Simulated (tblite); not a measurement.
Record of a relaxation.

C5H15GeNSi.
Bonds: C1–C2 (double), C2–C3, C2–Si4, Si4–N5, N5–Ge6, Ge6–C7, C7–C8. Hydrogens: H9, H10 on C1; H11, H12, H13 on C3; H14, H15 on Si4; H16 on N5; H17, H18 on Ge6; H19, H20 on C7; H21, H22, H23 on C8.

Computed with GFN2-xTB (tblite), gas phase: L-BFGS steps from a force-field or distance-geometry start until the largest atomic force falls under 0.01 eV/Å. 8 of its 230 geometries are shown.

Step 0: E = -677.4881 eV, largest atomic force 1.408 eV/Å
```
atom  x, y, z in Å  |  force x, y, z in eV/Å
C1     -2.792    1.337   -0.510   -0.362   0.084   0.254
C2     -2.107    0.206   -0.448   -0.352  -0.286   0.607
C3     -2.419   -0.826    0.613   -0.562  -0.130   0.020
Si4    -0.717   -0.097   -1.643    0.948   0.067  -0.578
N5      0.575    1.121   -1.425   -1.312   0.445   0.250
Ge6     1.201    1.032    0.322    0.056   0.584   0.386
C7      2.029   -0.698    0.676    0.069  -0.410   0.561
C8      3.100   -1.005   -0.357    0.145  -0.425  -0.321
H9     -3.607    1.534    0.187    0.204   0.130  -0.242
H10    -2.577    2.090   -1.255   -0.126  -0.043   0.118
H11    -2.317   -0.377    1.618   -0.072  -0.285  -0.442
H12    -1.755   -1.702    0.539   -0.331   0.422   0.058
H13    -3.479   -1.171    0.490    0.891   0.225   0.193
H14    -1.240   -0.027   -3.007    0.129   0.189  -0.106
H15    -0.160   -1.441   -1.434    0.065   0.115   0.011
H16     0.125    2.060   -1.533    0.681  -0.986  -0.132
H17     0.045    1.275    1.325    0.298   0.088  -0.193
H18     2.270    2.134    0.532   -0.395  -0.152  -0.177
H19     2.487   -0.676    1.696   -0.381  -0.111  -0.666
H20     1.250   -1.486    0.667    0.453   0.288   0.117
H21     2.637   -1.046   -1.369    0.457   0.037   0.677
H22     3.882   -0.226   -0.343   -0.364  -0.380  -0.094
H23     3.564   -1.985   -0.124   -0.140   0.534  -0.300
```

Step 33: E = -677.8310 eV, largest atomic force 0.076 eV/Å
```
atom  x, y, z in Å  |  force x, y, z in eV/Å
C1     -2.931    1.293   -0.491   -0.025   0.028  -0.006
C2     -2.212    0.179   -0.461   -0.048  -0.030   0.017
C3     -2.484   -0.856    0.595   -0.016  -0.038   0.042
Si4    -0.779   -0.073   -1.670   -0.009   0.001  -0.028
N5      0.519    0.999   -1.250    0.005   0.011  -0.036
Ge6     1.265    1.082    0.415    0.010   0.061   0.000
C7      2.103   -0.676    0.744    0.031  -0.022  -0.036
C8      3.120   -1.019   -0.339   -0.009  -0.007   0.015
H9     -3.716    1.497    0.222   -0.046  -0.004   0.020
H10    -2.766    2.053   -1.235    0.007   0.050  -0.037
H11    -2.373   -0.424    1.589    0.022   0.005   0.014
H12    -1.809   -1.703    0.510    0.013  -0.007  -0.005
H13    -3.506   -1.223    0.511   -0.020  -0.021  -0.010
H14    -1.134    0.268   -3.049   -0.019   0.021  -0.009
H15    -0.307   -1.458   -1.565    0.043  -0.008   0.014
H16     0.532    1.853   -1.783    0.051   0.013   0.050
H17     0.232    1.415    1.480    0.008   0.004  -0.043
H18     2.243    2.234    0.353   -0.002  -0.016  -0.011
H19     2.575   -0.698    1.728   -0.011   0.003  -0.016
H20     1.303   -1.419    0.753    0.053  -0.046   0.029
H21     2.634   -1.018   -1.314    0.049   0.011   0.038
H22     3.921   -0.279   -0.354   -0.049  -0.045  -0.014
H23     3.565   -2.001   -0.173   -0.038   0.036   0.013
```

Step 65: E = -677.8443 eV, largest atomic force 0.044 eV/Å
```
atom  x, y, z in Å  |  force x, y, z in eV/Å
C1     -3.047    1.264   -0.496    0.003  -0.001  -0.005
C2     -2.261    0.195   -0.462   -0.025  -0.014  -0.022
C3     -2.494   -0.869    0.578    0.014   0.000  -0.004
Si4    -0.813    0.005   -1.675    0.009   0.016   0.021
N5      0.521    1.031   -1.252    0.004  -0.007   0.031
Ge6     1.321    1.094    0.389   -0.012  -0.035  -0.023
C7      2.148   -0.665    0.767   -0.007   0.015   0.009
C8      3.147   -1.076   -0.306   -0.002  -0.006   0.003
H9     -3.857    1.409    0.206    0.003  -0.008  -0.018
H10    -2.916    2.043   -1.228    0.010   0.003   0.005
H11    -2.340   -0.460    1.577    0.005  -0.008  -0.002
H12    -1.818   -1.710    0.445    0.006  -0.006   0.001
H13    -3.517   -1.240    0.523    0.019   0.017   0.012
H14    -1.189    0.403   -3.034   -0.011   0.011  -0.003
H15    -0.329   -1.381   -1.619   -0.008  -0.011   0.006
H16     0.611    1.867   -1.805   -0.007   0.016   0.002
H17     0.315    1.461    1.463   -0.012   0.016   0.000
H18     2.324    2.218    0.293    0.010   0.010  -0.012
H19     2.641   -0.621    1.740    0.002  -0.027  -0.002
H20     1.358   -1.414    0.845    0.007   0.017  -0.003
H21     2.664   -1.103   -1.281   -0.011   0.011  -0.002
H22     3.969   -0.364   -0.354   -0.004   0.009  -0.008
H23     3.561   -2.062   -0.099    0.007  -0.016   0.014
```

Step 98: E = -677.8780 eV, largest atomic force 0.237 eV/Å
```
atom  x, y, z in Å  |  force x, y, z in eV/Å
C1     -3.206    1.093   -0.631    0.007  -0.034   0.010
C2     -2.273    0.156   -0.514   -0.039  -0.033  -0.001
C3     -2.352   -0.871    0.580   -0.011  -0.001   0.052
Si4    -0.788    0.128   -1.692    0.023  -0.007   0.008
N5      0.499    1.167   -1.164    0.022   0.202  -0.122
Ge6     1.418    1.148    0.413    0.021  -0.001   0.001
C7      2.074   -0.672    0.812    0.005  -0.025   0.016
C8      3.040   -1.161   -0.258   -0.002  -0.017   0.014
H9     -4.049    1.159    0.043   -0.027  -0.006  -0.021
H10    -3.165    1.836   -1.412   -0.010  -0.002   0.041
H11    -1.744   -0.555    1.435    0.006  -0.025  -0.108
H12    -1.973   -1.836    0.238   -0.032   0.089   0.022
H13    -3.378   -1.001    0.930    0.094   0.032  -0.021
H14    -1.175    0.633   -3.014    0.008   0.014   0.015
H15    -0.252   -1.236   -1.778    0.009  -0.010   0.044
H16     0.489    2.081   -1.599    0.002  -0.192   0.074
H17     0.569    1.729    1.536    0.020  -0.024  -0.016
H18     2.586    2.083    0.179   -0.065   0.043   0.024
H19     2.583   -0.657    1.778   -0.002   0.027   0.036
H20     1.237   -1.364    0.912   -0.024  -0.009  -0.032
H21     2.527   -1.283   -1.211    0.021   0.029   0.025
H22     3.845   -0.437   -0.392   -0.009  -0.034  -0.030
H23     3.484   -2.114    0.026   -0.018  -0.015  -0.030
```

Step 131: E = -677.9215 eV, largest atomic force 0.040 eV/Å
```
atom  x, y, z in Å  |  force x, y, z in eV/Å
C1     -3.258    0.989   -0.705   -0.009  -0.029  -0.005
C2     -2.236    0.162   -0.533   -0.009   0.003   0.007
C3     -2.214   -0.801    0.618    0.015   0.004   0.007
Si4    -0.728    0.159   -1.683   -0.009  -0.025  -0.001
N5      0.543    1.216   -1.151   -0.015  -0.036  -0.001
Ge6     1.399    1.171    0.460   -0.001   0.012   0.003
C7      2.020   -0.674    0.809    0.005   0.009  -0.015
C8      2.950   -1.179   -0.286    0.012   0.003   0.001
H9     -4.105    1.007   -0.033   -0.002   0.012  -0.017
H10    -3.300    1.679   -1.533    0.014   0.000   0.018
H11    -1.328   -0.631    1.232    0.000   0.022  -0.003
H12    -2.166   -1.825    0.247    0.016   0.007  -0.011
H13    -3.098   -0.702    1.245    0.002   0.025  -0.004
H14    -1.077    0.634   -3.023   -0.016   0.008  -0.007
H15    -0.187   -1.209   -1.704    0.013   0.037  -0.010
H16     0.543    2.122   -1.591   -0.009  -0.011  -0.001
H17     0.487    1.684    1.564    0.001  -0.016   0.013
H18     2.525    2.170    0.317   -0.008  -0.012   0.008
H19     2.526   -0.707    1.776   -0.001  -0.010  -0.012
H20     1.151   -1.331    0.880    0.002  -0.003   0.018
H21     2.444   -1.152   -1.249    0.010  -0.012   0.011
H22     3.837   -0.551   -0.355    0.003   0.008   0.008
H23     3.270   -2.201   -0.086   -0.013   0.005  -0.008
```

Step 164: E = -677.9299 eV, largest atomic force 0.035 eV/Å
```
atom  x, y, z in Å  |  force x, y, z in eV/Å
C1     -3.312    0.940   -0.759   -0.009   0.003  -0.003
C2     -2.252    0.171   -0.558    0.001  -0.005  -0.004
C3     -2.150   -0.711    0.651   -0.002   0.017  -0.014
Si4    -0.762    0.179   -1.729   -0.002   0.010   0.034
N5      0.522    1.188   -1.138    0.024   0.017   0.005
Ge6     1.361    1.116    0.483    0.028   0.005   0.015
C7      2.034   -0.715    0.818   -0.018   0.009  -0.008
C8      2.971   -1.193   -0.282    0.004  -0.001   0.006
H9     -4.147    0.971   -0.073   -0.006  -0.011   0.002
H10    -3.396    1.575   -1.626    0.003  -0.014   0.011
H11    -1.241   -0.472    1.207    0.009   0.006   0.010
H12    -2.087   -1.756    0.349    0.011   0.007  -0.008
H13    -3.005   -0.590    1.313   -0.026   0.010   0.003
H14    -1.121    0.737   -3.034   -0.003  -0.003  -0.006
H15    -0.231   -1.186   -1.826    0.011  -0.018  -0.004
H16     0.544    2.106   -1.552    0.000  -0.004  -0.009
H17     0.439    1.589    1.597   -0.007  -0.010   0.004
H18     2.471    2.139    0.377   -0.007  -0.004  -0.010
H19     2.548   -0.735    1.781   -0.010   0.000  -0.014
H20     1.186   -1.397    0.898   -0.013  -0.008  -0.001
H21     2.474   -1.148   -1.249   -0.005  -0.012   0.006
H22     3.857   -0.562   -0.329    0.010   0.017  -0.002
H23     3.291   -2.218   -0.100    0.007  -0.010  -0.013
```

Step 196: E = -677.9346 eV, largest atomic force 0.023 eV/Å
```
atom  x, y, z in Å  |  force x, y, z in eV/Å
C1     -3.368    0.876   -0.807   -0.011   0.002  -0.002
C2     -2.263    0.188   -0.556    0.020  -0.005   0.002
C3     -2.126   -0.631    0.692   -0.003  -0.003  -0.005
Si4    -0.763    0.216   -1.713   -0.006   0.004  -0.008
N5      0.527    1.206   -1.109    0.002   0.012  -0.013
Ge6     1.374    1.093    0.503    0.003  -0.015   0.017
C7      2.016   -0.757    0.790    0.004   0.001   0.003
C8      2.985   -1.202   -0.297   -0.007   0.003   0.002
H9     -4.213    0.880   -0.134   -0.006  -0.003   0.000
H10    -3.478    1.464   -1.703   -0.002  -0.003   0.004
H11    -1.247   -0.308    1.254   -0.005   0.009   0.008
H12    -1.984   -1.680    0.435   -0.006   0.003   0.003
H13    -3.003   -0.541    1.331   -0.004  -0.001  -0.001
H14    -1.117    0.790   -3.013    0.002   0.002  -0.003
H15    -0.245   -1.154   -1.833    0.013  -0.015  -0.001
H16     0.591    2.114   -1.540   -0.006   0.000   0.007
H17     0.461    1.554    1.631    0.009   0.000  -0.004
H18     2.498    2.099    0.414    0.006   0.004  -0.008
H19     2.501   -0.813    1.766    0.007  -0.001  -0.001
H20     1.161   -1.435    0.824    0.008   0.003  -0.008
H21     2.492   -1.200   -1.267   -0.006   0.009  -0.003
H22     3.836   -0.525   -0.351    0.002  -0.005   0.010
H23     3.359   -2.207   -0.100   -0.010  -0.001  -0.001
```

Step 229: E = -677.9414 eV, largest atomic force 0.009 eV/Å
```
atom  x, y, z in Å  |  force x, y, z in eV/Å
C1     -3.455    0.677   -0.939    0.003  -0.003   0.001
C2     -2.281    0.185   -0.568    0.006   0.000  -0.002
C3     -2.107   -0.468    0.770   -0.001  -0.002   0.004
Si4    -0.741    0.274   -1.668   -0.004   0.002   0.000
N5      0.511    1.280   -1.011   -0.004   0.007  -0.004
Ge6     1.452    1.079    0.541    0.000  -0.002   0.005
C7      1.996   -0.811    0.741    0.004   0.005  -0.005
C8      2.971   -1.239   -0.348    0.005  -0.005  -0.006
H9     -4.329    0.632   -0.304    0.001   0.001  -0.004
H10    -3.596    1.144   -1.900    0.002   0.000  -0.002
H11    -1.309    0.029    1.326    0.001  -0.002  -0.001
H12    -1.818   -1.511    0.640   -0.001  -0.001   0.007
H13    -3.021   -0.430    1.359   -0.007  -0.001   0.001
H14    -1.068    0.865   -2.968    0.001   0.002   0.000
H15    -0.182   -1.079   -1.797    0.001   0.001  -0.002
H16     0.497    2.228   -1.352    0.001   0.000   0.001
H17     0.644    1.571    1.736    0.001  -0.002  -0.005
H18     2.624    2.023    0.398    0.002   0.005   0.002
H19     2.451   -0.952    1.723    0.000  -0.004   0.000
H20     1.107   -1.441    0.708    0.000   0.002   0.009
H21     2.527   -1.092   -1.331   -0.003  -0.001   0.003
H22     3.884   -0.648   -0.297   -0.006   0.002  -0.002
H23     3.237   -2.290   -0.242   -0.003  -0.002   0.001
```

Q: Summarise the path.

A: The energy falls by 10.45 kcal/mol from step 0 to step 229; nine tenths of that is first reached at step 107. It rises by more than 0.2 meV at steps 89 and 92. The largest force goes from 1.408 to 0.009 eV/Å. Among the bonds Si4–N5 changes most, from 1.789 to 1.736 Å; the atoms move by 0.697 Å rms after alignment.

Q: Follow the three bonds and two angles with the largest change from start to end.

A: 
| step | E above end (kcal/mol) | largest force (eV/Å) | Si4–N5 (Å) | N5–H16 (Å) | Ge6–H18 (Å) | Si4–N5–Ge6 (°) | Si4–N5–H16 (°) |
| --- | --- | --- | --- | --- | --- | --- | --- |
| 0 | 10.45 | 1.408 | 1.789 | 1.047 | 1.549 | 109.0 | 106.7 |
| 10 | 4.04 | 0.219 | 1.736 | 1.008 | 1.515 | 118.1 | 113.9 |
| 20 | 3.10 | 0.162 | 1.737 | 1.009 | 1.504 | 120.2 | 114.2 |
| 30 | 2.64 | 0.082 | 1.737 | 1.007 | 1.510 | 123.9 | 114.1 |
| 40 | 2.40 | 0.062 | 1.736 | 1.006 | 1.512 | 124.3 | 115.0 |
| 50 | 2.33 | 0.038 | 1.734 | 1.005 | 1.512 | 124.6 | 115.6 |
| 60 | 2.27 | 0.063 | 1.734 | 1.006 | 1.513 | 124.7 | 115.1 |
| 70 | 2.21 | 0.045 | 1.735 | 1.006 | 1.511 | 125.2 | 115.2 |
| 80 | 2.17 | 0.053 | 1.735 | 1.007 | 1.513 | 125.9 | 113.9 |
| 90 | 1.93 | 0.168 | 1.737 | 1.006 | 1.516 | 126.4 | 113.2 |
| 100 | 1.37 | 0.249 | 1.735 | 1.007 | 1.517 | 130.2 | 113.8 |
| 110 | 0.93 | 0.097 | 1.736 | 1.006 | 1.513 | 129.6 | 114.0 |
| 119 | 0.68 | 0.071 | 1.735 | 1.007 | 1.511 | 128.5 | 113.5 |
| 129 | 0.48 | 0.051 | 1.736 | 1.008 | 1.513 | 126.9 | 114.6 |
| 139 | 0.41 | 0.027 | 1.737 | 1.007 | 1.512 | 126.6 | 114.2 |
| 149 | 0.36 | 0.035 | 1.736 | 1.006 | 1.511 | 127.4 | 114.6 |
| 159 | 0.29 | 0.041 | 1.737 | 1.007 | 1.510 | 128.0 | 113.7 |
| 169 | 0.25 | 0.023 | 1.737 | 1.007 | 1.510 | 128.1 | 113.6 |
| 179 | 0.20 | 0.029 | 1.736 | 1.007 | 1.510 | 128.3 | 114.0 |
| 189 | 0.17 | 0.019 | 1.736 | 1.007 | 1.511 | 127.8 | 114.3 |
| 199 | 0.15 | 0.030 | 1.735 | 1.007 | 1.510 | 128.2 | 114.2 |
| 209 | 0.05 | 0.057 | 1.736 | 1.007 | 1.513 | 128.8 | 114.3 |
| 219 | 0.01 | 0.016 | 1.736 | 1.008 | 1.512 | 128.8 | 114.0 |
| 229 | 0.00 | 0.009 | 1.736 | 1.008 | 1.512 | 129.0 | 114.0 |

What follows is the cost of the whole relaxation. The run took 2.4 s on Arm Neoverse V1, one thread, shared host with 32 logical CPUs at a one-minute load of 17.
